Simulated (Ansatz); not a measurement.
A made-up structure of AlHIBr, closed shell:

```xyz
4
angstrom
Br -2.0932 0.0797 -0.6164
Al 0.0663 0.2008 -0.0168
I 1.2105 -1.8575 0.6805
H -3.3944 0.8366 -0.7350
```

It is relaxed with PBE-D4/def2-SVP and then PBE0-D4/def2-TZVP (Ansatz 0.2.0). Atoms count as bonded within 1.22 times the sum of their covalent radii (H–H: 0.88 Å). The end point is not checked to be a true minimum.

Question: Does its bonding change? (Judge from chemistry; the calculation decides.)

Answer: By the calculation: Yes. Formed: none; broken: Br1–Al2.

Where it ends: The first stage lowers the energy by 1.79 eV in 26 steps. It ends as a complex of AlI + HBr:
```xyz
4
angstrom
Br -2.5098 0.9686 -0.7793
Al 0.6404 0.5145 -0.1424
I -0.1981 -1.8832 0.5228
H -2.1433 -0.3403 -0.2888
```

For scale, one of the runs: PBE0-D4/def2-TZVP relaxation, 141 basis functions, launched by `ansatz run in.yaml --threads 2 --pin off --events-out ev --progress --plain --max-ram 4352MiB`. The run took about 26 s on 2 CPU threads of an Arm Neoverse V2 (shared host).
